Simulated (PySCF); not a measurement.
Species: C₇H₇F₂ (charge +1).
Numbering: `[F:1][CH:2]([F:3])[C:4]1=[CH:5][CH+:6][CH2:7][CH:8]=[CH:9]1` (hydrogens: H10 on C2; H11 on C5; H12 on C6; H13, H14 on C7; H15 on C8; H16 on C9)

Computed geometry: GFN2-xTB, gas phase.

**Question.** List the bond lengths, angles and torsions at this level.

**Answer.** 
```
          bond  length (pm)
  F1–C2, C2–F3        134.3
         C2–C4        151.1
  C4=C5, C4–C9        140.4
  C5–C6, C8=C9        136.7
  C6–C7, C7–C8        145.7
        C2–H10        111.0
C5–H11, C9–H16        108.1
C6–H12, C8–H15        108.1
C7–H13, C7–H14        110.5
```

Bonds in one row agree within 1 pm and their mean is given. A selection of angles:
```
     angle  degrees
  F1–C2–F3    108.1
  F1–C2–C4    111.1
 F1–C2–H10    108.0
 C4–C2–H10    110.4
  C2–C4–C5    119.3
  C5–C4–C9    121.4
  C4–C5–C6    119.8
 C4–C5–H11    119.2
 C6–C5–H11    121.0
  C5–C6–C7    121.3
 C5–C6–H12    120.3
 C7–C6–H12    118.4
  C6–C7–C8    116.3
 C6–C7–H13    110.3
H13–C7–H14     99.1
```

Torsions: F1–C2–C4–C5 150°; C2–C4–C5–C6 -179° (antiperiplanar); C4–C5–C6–C7 0° (synperiplanar); C5–C6–C7–C8 -1° (synperiplanar); C6–C7–C8–C9 1° (synperiplanar); C7–C8–C9–C4 0° (synperiplanar); C2–C4–C9–C8 179° (antiperiplanar).

C4 (carbon bonded to 3 C) is planar (angles 121.4°, 119.3° and 119.2°, sum 360.0°, 0.00 Å off the plane of its three neighbours). Of the pairs four or more bonds apart, F3···H11 is among the closest relative to their van der Waals radii: 2.44 Å, 91 % of the sum of Bondi's values. C5 (carbon bonded to 2 C and H) is planar (angles 121.0°, 119.8° and 119.2°, sum 360.0°, 0.01 Å off the plane of its three neighbours). The C–C distances run from 1.367 Å (C5–C6, drawn single in a drawing that doesn't fit all lengths) to 1.511 Å (C2–C4, drawn single in a drawing that doesn't fit all lengths), a spread of 0.144 Å. The 6-membered ring C4–C5–C6–C7–C8–C9 has internal angles of 116.3° to 121.4° (sum 720°, against 720° for a flat polygon); it is planar, 0.00 Å rms from its mean plane, widest ring torsion 1°. C6 (carbon bonded to 2 C and H) is planar (angles 121.3°, 120.3° and 118.4°, sum 360.0°, 0.00 Å off the plane of its three neighbours).

Point group: Cs (every atom within 0.08 Å of its image). No GFN2-xTB frequencies stand behind this structure, so it isn't proved a minimum.

One conformer stands for the species.
